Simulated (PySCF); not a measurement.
CH₆ClFSi₂, SMILES Cl[Si@@]([SiH3])(F)C.

Geometry: PBE0-D3(BJ)/def2-SVP. The structure was generated by enumeration; whether it is a known compound was not checked.

Two levels are set side by side: TDA-PBE/def2-SVPD (PySCF) and TDA-M06-2X/def2-SVPD (PySCF). Vertical, same geometry. The lowest singlet is HOMO→LUMO 90 % with PBE and HOMO→LUMO+1 67 %, HOMO→LUMO 18 % with the other functional; states are paired by order. Differences are taken from unrounded values.

| quantity | TDA-M06-2X | TDA-PBE | TDA-PBE minus TDA-M06-2X |
|---|---|---|---|
| lowest singlet excitation (eV) | 6.88 | 6.27 | -0.61 |
| lowest triplet excitation (TDA) (eV) | 6.18 | 5.60 | -0.58 |
| first bright state (f over 0.05) (eV) | 7.03 | 6.70 | -0.33 |
| its oscillator strength | 0.05 | 0.09 | 0.04 |

A lower first singlet is the usual sign of a functional without exact exchange. Differences between two approximate levels are no errors against the true value.

Rough cost on one machine, each run with all the roots and properties that it gave: TDA-M06-2X against TDA-PBE about 8 times.
